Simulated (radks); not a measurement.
Problem. These are the eigenvalues of the occupied orbitals of an atom or ion with whole-number occupations (hartree). Method: Dirac Kohn-Sham, PBEsol, spin-unpolarised, spherical densities, point nucleus; computed with a radial shooting solver on a logarithmic mesh with Libxc functionals.

orbital  eigenvalue
1s1/2     -727.6574
2s1/2     -102.7506
2p1/2     -94.54097
2p3/2     -90.62873
3s1/2     -17.47605
3p1/2     -14.35285
3p3/2     -13.70848
3d3/2      -8.18264
3d5/2      -8.06060
4s1/2      -2.35767
4p1/2      -1.47146
4p3/2      -1.37983
5s1/2      -0.15064
4d3/2      -0.14066
4d5/2      -0.13320

Which element is it, and in what charge state? The configuration may be excited. Open shells, if any, fill j = l - 1/2 first.

Solution. Z = 42, molybdenum, charge 0: Mo in [Kr] 4d5 5s1. The list shows which subshells hold electrons but not how many an open one holds; the 1s level, -727.66 hartree, gives Z - s = 38.1 by -(Z - s)^2/2, which with screening and relativity narrows Z to a few neighbours, and the depths of the outer levels then fix element, charge and occupations together.
